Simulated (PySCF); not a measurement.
Run record: excited-state job, `C[C@@H](Br)[Si@H](F)Br`.

Method: TDDFT B3LYP/def2-SVPD, vertical, gas phase, core orbitals frozen in the response (PySCF 2.14.0, density-fitted response routines). Geometry: GFN2-xTB. A driver script takes a list of jobs; this job's settings line and coordinates (Å) are shown.

Command:
```bash
OMP_NUM_THREADS=1 python probes_run.py task.json out
```

Input:
```
{"job": {"kind": "uv", "xc": "B3LYP", "basis": "def2-SVPD", "nstates": 8, "ntriplets": 3}, "charge": 0, "multiplicity": 1}
C     -1.136499    -0.896840    -0.107858
C     -0.422139     0.423510    -0.318022
Br    -1.408942     1.871431     0.626754
Si     1.362316     0.486034     0.329972
F      2.066550     1.765466    -0.322019
Br     2.456211    -1.253942    -0.450041
H     -1.166564    -1.160776     0.948229
H     -2.159867    -0.846129    -0.476176
H     -0.616553    -1.688433    -0.647323
H     -0.465734     0.713665    -1.370528
H      1.496644     0.588685     1.761049
```

Q: Give the output.

A: 
```
coarse grid: 49096 points
cycle   1  E = -5616.1610946544  dE = -1.691e+00  |g| = 5.911e-01  |ddm| = 4.689e+00
cycle   2  E = -5616.0708503064  dE =  9.024e-02  |g| = 9.482e-01  |ddm| = 1.669e+00
cycle   3  E = -5616.2257905431  dE = -1.549e-01  |g| = 1.022e-01  |ddm| = 9.152e-01
cycle   4  E = -5616.2275219956  dE = -1.731e-03  |g| = 3.358e-02  |ddm| = 1.633e-01
cycle   5  E = -5616.2277918065  dE = -2.698e-04  |g| = 8.501e-03  |ddm| = 5.612e-02
cycle   6  E = -5616.2278061790  dE = -1.437e-05  |g| = 4.375e-03  |ddm| = 1.561e-02
cycle   7  E = -5616.2278111771  dE = -4.998e-06  |g| = 5.501e-04  |ddm| = 5.913e-03
final grid: 98960 points
cycle   8  E = -5616.2278587004  dE =  1.090e-08  |g| = 8.240e-04  |ddm| = 5.451e-03
cycle   9  E = -5616.2278584695  dE =  2.309e-07  |g| = 1.284e-03  |ddm| = 2.622e-03
cycle  10  E = -5616.2278588580  dE = -3.884e-07  |g| = 1.020e-04  |ddm| = 1.590e-03
cycle  11  E = -5616.2278588609  dE = -2.909e-09  |g| = 1.795e-05  |ddm| = 1.566e-04
cycle  12  E = -5616.2278588610  dE = -7.640e-11  |g| = 5.161e-06  |ddm| = 2.448e-05
converged SCF energy = -5616.2278588610

Static polarisability (au): isotropic 93.706, principal 74.528 85.273 121.316

Singlet excitations
state   eV       nm        f      main configurations
  1   5.5156    224.8   0.02496   H->L 0.96
  2   5.6579    219.1   0.00137   H-1->L 0.98
  3   6.5909    188.1   0.02411   H-2->L 0.93
  4   6.7187    184.5   0.01290   H->L+1 0.92
  5   6.7924    182.5   0.01743   H-3->L 0.94
  6   6.9360    178.8   0.00248   H-1->L+1 0.94
  7   7.0312    176.3   0.06415   H->L+2 0.79, H->L+3 0.09
  8   7.2214    171.7   0.01763   H-1->L+2 0.76, H-1->L+3 0.18

Triplet excitations (Tamm-Dancoff, eV): 4.8967 5.0476 6.2137
```

The SCF starts on a coarse grid where the log names one; the energy can jump when the final grid takes over, and dE then counts from the start density on the new grid. H and L stand for HOMO and LUMO; the number after each pair is its weight.

Q: Give S1 in cm⁻¹ and kJ/mol.

A: 5.5156 eV × 8065.54 = 44486 cm⁻¹; × 96.485 = 532.2 kJ/mol.

Q: Give the mean polarisability as a volume in Å³, and the ratio of the largest to the smallest principal value.

A: 93.706 au × 0.148185 = 13.89 Å³; 121.316/74.528 = 1.63.

Summary of the converged run: HOMO -7.89 eV, LUMO -1.24 eV; lowest singlet 5.52 eV; lowest triplet 4.90 eV (Tamm–Dancoff); mean polarisability 93.7 au.

 Relativistic effects, spin–orbit coupling among them, are left out although an element past zinc is present.

Q: Estimate the wall time. Hardware: one thread, Arm Neoverse N1 (aarch64), on a shared host. And the peak memory of the process?

A: About 79 s, with 0.84 GiB resident at the peak, the Python interpreter and its libraries included.

One conformer stands for the species.
Labels such as C1 count atoms from 1, the log's own numbers from 0.
